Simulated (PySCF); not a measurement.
Excitation energies in several basis sets

Species: GeH₆N₂.
Geometry (PBE0-D3(BJ)/def2-SVP, Å), atoms numbered from 1 in this order:
```
atom  x, y, z in Å
N1     1.4349   -0.3319    0.4028
Ge2   -0.2335    0.3997    0.2273
N3    -1.5100   -0.8890   -0.0821
H4     1.4607   -1.1871    0.9530
H5     1.9192   -0.4964   -0.4751
H6    -0.6537    1.0555    1.5542
H7    -0.0888    1.4529   -0.8969
H8    -2.4536   -0.6246    0.1901
H9    -1.5389   -1.2694   -1.0243
```

TDDFT with PBE0 (PySCF), vertical singlets, core orbitals frozen in the response, spherical d and f functions. Geometry: PBE0-D3(BJ)/def2-SVP, one conformer, isolated molecule. Relativistic effects, spin–orbit coupling among them, are left out although an element past zinc is present.

| basis | functions | diffuse | S1 (eV) | S2 (eV) | S3 (eV) | S4 (eV) | S5 (eV) | LUMO (eV) | α (au) |
| --- | --- | --- | --- | --- | --- | --- | --- | --- | --- |
| 6-31G* | 72 | no | 6.74 | 6.82 | 7.11 | 7.56 | 8.52 | 1.38 | 38.5 |
| def2-SVP | 90 | no | 6.80 | 6.96 | 7.34 | 7.70 | 8.19 | 1.39 | 40.0 |
| def2-SVPD | 126 | yes | 6.28 | 6.53 | 6.93 | 7.17 | 7.38 | 0.34 | 49.5 |
| aug-cc-pVDZ | 136 | yes | 5.79 | 6.01 | 6.37 | 6.58 | 6.72 | -0.27 | 51.4 |
| def2-TZVP | 146 | no | 6.49 | 6.68 | 7.06 | 7.36 | 7.75 | 0.74 | 45.9 |
| def2-TZVPD | 182 | yes | 6.08 | 6.30 | 6.67 | 6.90 | 7.12 | 0.14 | 50.9 |
| aug-cc-pVTZ | 289 | yes | 5.82 | 6.03 | 6.38 | 6.59 | 6.72 | -0.29 | 51.6 |

Task: Compare the sets with the largest diffuse one.

Result: States are compared by their number. Against the largest diffuse basis here (aug-cc-pVTZ, itself not a converged limit), sets without diffuse functions differ by up to 0.99 eV in S1 and 1.80 eV in S5; the smaller diffuse sets differ by up to 0.47 and 0.65 eV. State by state, the largest deviation of a set without diffuse functions is S1 0.99, S2 0.94, S3 0.96, S4 1.12, S5 1.80 eV. The same number needn't mean the same state in each row. Against aug-cc-pVTZ the polarisability deviates by -25% in 6-31G*, -22% in def2-SVP, -4% in def2-SVPD, 0% in aug-cc-pVDZ, -11% in def2-TZVP, -1% in def2-TZVPD.

Without π bonds the low states are Rydberg-like; a valence basis with one diffuse set may place them up to an eV too high.
